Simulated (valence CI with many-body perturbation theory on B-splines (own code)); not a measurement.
# Run record, Hf21+

Calculated by configuration interaction combined with many-body perturbation theory (CI+MBPT): five valence electrons over a frozen Dirac-Fock core [Kr] 4d10, a basis of 7 s, 7 p, 7 d, 7 f, 4 g, 2 h functions for each j, with the one-electron correlation potential Σ1 (screened to all orders), the two-electron term Σ2, the three-electron term Σ3, Breit, model QED; selected single and double excitations, second order for the rest, scaled by the run's own slope (own B-spline code, finite nucleus).

Command, and the settings that its task file holds:

```sh
python run_cv.py task.json out
```

```
atom Hf  Z=72  mass_number=180  rms_radius_fm=5.3470
core [Kr] 4d10
valence 4f5
avg = 1
basis = M
breit = 1
cap = 40000
capref = 1200
cscale = 1
de = 0.0
dress = 0
eps = 2e-08
extrap = 1
h = 0.27
hh = 1
l2 = 3
lcore = 6
maxit = 60
n2 = 5
natural = 1
nlev = 45
nno = [4, 4, 4, 5, 3, 2]
nroot = 26
nsp = [3, 3, 3, 2, 1, 0]
pt2 = 1
qed = 1
rpa = 1
s1 = 1
s2 = 1
s3 = 1
screen = 1
tol = 2e-05
whole = 1
```

It took 15 min on 1 thread of Intel(R) Xeon(R) Processor @ 2.30GHz, on a shared host.

Log. The first blocks belong to the next ion, which gives the ionisation energy. Fields: 2J, parity (1 odd), roots, reference size, generating configurations, candidates as configurations/state functions, variational space P, stored matrix elements, Davidson steps; e2 is the range of second-order energies in hartree. The first line gives the box (bohr), its intervals, the orbitals and the steps of their self-consistent field. Window is the range of levels sought, series limit the energy at which the first omitted orbital would enter, core excitation an estimate of the first excitation out of the core, left out the lowest levels not solved, and shifts from estimates the range by which levels moved from their first estimate, all in cm⁻¹.

```
rmax 6.8 intervals 60 orbitals 61 references ['4f5', '4f4 5s', '4f4 5p', '4f3 5s2', '4f3 5s 5p'] scf 6 t 1.3
2J=8 par=0 roots 2 ref 59 generators 5 cand 2812/33428 P 338/3996 nnz 4.2e+06 it 10
2J=8 par=0 roots 2 ref 59 generators 10 cand 6868/104295 P 1448/17084 nnz 6e+07 it 12
   second order: generators 16 cand 9011/149204 e2 -0.00012 -0.00006
2J=10 par=0 roots 2 ref 48 generators 4 cand 2784/31300 P 260/3994 nnz 4.5e+06 it 9
2J=10 par=0 roots 2 ref 48 generators 9 cand 7758/114621 P 1496/19138 nnz 8.1e+07 it 11
   second order: generators 16 cand 11240/180824 e2 -0.00013 -0.00006
2J=12 par=0 roots 2 ref 39 generators 4 cand 2750/27095 P 313/3960 nnz 4.2e+06 it 6
2J=12 par=0 roots 2 ref 39 generators 8 cand 7656/104361 P 1774/18393 nnz 7.2e+07 it 8
   second order: generators 15 cand 10885/155446 e2 -0.00010 -0.00006
reference levels 1017, estimated 92, window 81062 1/cm; series limit 2947128, core excitation 1527892
2J=5 par=1 roots 8 ref 114 generators 6 cand 3637/94154 P 266/7983 nnz 1.6e+07 it 10
2J=5 par=1 roots 8 ref 114 generators 6 cand 3490/88756 P 875/23796 nnz 1.1e+08 it 14
   second order: generators 6 cand 2881/72943 e2 -0.00317 -0.00069
2J=7 par=1 roots 9 ref 125 generators 5 cand 3654/107988 P 202/7989 nnz 1.8e+07 it 9
2J=7 par=1 roots 9 ref 125 generators 5 cand 3539/102612 P 585/22672 nnz 1.1e+08 it 11
   second order: generators 6 cand 8526/533353 e2 -0.00363 -0.00126
2J=9 par=1 roots 7 ref 121 generators 5 cand 3661/110556 P 204/7925 nnz 1.8e+07 it 12
2J=9 par=1 roots 7 ref 121 generators 5 cand 3551/105251 P 602/22412 nnz 1.1e+08 it 20
   second order: generators 6 cand 8523/521538 e2 -0.00368 -0.00135
2J=3 par=1 roots 6 ref 88 generators 5 cand 3629/69365 P 324/7984 nnz 1.6e+07 it 9
2J=3 par=1 roots 6 ref 88 generators 5 cand 3431/63964 P 1126/24316 nnz 1.2e+08 it 11
   second order: generators 7 cand 13019/595071 e2 -0.00132 -0.00044
2J=1 par=1 roots 4 ref 47 generators 4 cand 3523/35837 P 619/7997 nnz 1.4e+07 it 7
2J=1 par=1 roots 4 ref 47 generators 4 cand 3105/30372 P 2408/26509 nnz 1.3e+08 it 8
   second order: generators 9 cand 19163/499450 e2 -0.00019 -0.00006
2J=11 par=1 roots 8 ref 106 generators 5 cand 3644/103451 P 215/7990 nnz 1.7e+07 it 10
2J=11 par=1 roots 8 ref 106 generators 5 cand 3519/98050 P 622/23080 nnz 1.1e+08 it 12
   second order: generators 5 cand 3112/82960 e2 -0.00408 -0.00140
2J=13 par=1 roots 6 ref 81 generators 4 cand 3573/89312 P 233/7962 nnz 1.6e+07 it 13
...
2J=17 par=1 roots 4 ref 36 generators 3 cand 3108/47505 P 1095/23252 nnz 1.3e+08 it 8
   second order: generators 5 cand 9343/317429 e2 -0.00098 -0.00057
2J=19 par=1 roots 3 ref 20 generators 3 cand 2967/36216 P 404/7995 nnz 1.6e+07 it 5
2J=19 par=1 roots 3 ref 20 generators 3 cand 2706/30738 P 1636/23885 nnz 1.3e+08 it 6
   second order: generators 5 cand 8310/220746 e2 -0.00026 -0.00020
2J=21 par=1 roots 2 ref 9 generators 3 cand 2491/22535 P 667/7992 nnz 1.5e+07 it 5
2J=21 par=1 roots 2 ref 9 generators 3 cand 2013/17049 P 1973/20694 nnz 9.4e+07 it 5
   second order: generators 4 cand 5460/113664 e2 -0.00004 -0.00004
left out: unestimated 115049, estimated 86113, shifts from estimates 0 to 193
operators 4.3
```

The Davidson iterations converged.

No measured levels were compared; by estimate terms of the open shell hold to a few per cent of their energy, and close levels can change places. Core correlation moves these levels by up to 3100 cm⁻¹, and in measured spectra 5 to 20 % of such shifts remained as error; rates that hang on mixing are uncertain with them. Among the levels kept, up to 900 cm⁻¹ of a level comes from second order outside the variational space, and about a tenth of that is noise between levels of different J, which matters for small intervals. Only levels of the ground parity were solved; by the run's estimate the other parity begins above the list, which can be wrong where configurations are misplaced.

* Valence energy: -124.0366 hartree
* Ionisation energy: 582.1 eV (NIST: 610 ± 30 eV (theoretical))
* Reference configurations for the orbitals: 4f5, 4f4 5s, 4f4 5p, 4f3 5s2, 4f3 5s 5p
* Radial orbitals: 61
* Box radius: 6.788 bohr
* Largest variational space: 26509
* Lowest levels: 4f⁵ ⁶H°_5/2 0.0, 4f⁵ ⁶H°_7/2 7188, 4f⁵ ⁶H°_9/2 14127, 4f⁵ ⁶F°_3/2 19835, 4f⁵ ⁶F°_1/2 20058, 4f⁵ ⁶F°_5/2 20450, 4f⁵ ⁶H°_11/2 20485, 4f⁵ ⁶H°_13/2 26174, 4f⁵ ⁶F°_7/2 26553, 4f⁵ ⁶H°_15/2 30798, 4f⁵ ⁶F°_9/2 33335, 4f⁵ ⁶F°_11/2 40027, 4f⁵ ⁴G°_5/2 [a] 40634, 4f⁵ ⁴M°_15/2 44965 cm⁻¹

Names give the largest LS component (configuration and term), which can be under half, so a name can repeat, a term be missing and a line seem to break the LS rules; names also repeat where a configuration has a term twice. Letters in brackets count levels of one name in rising energy.
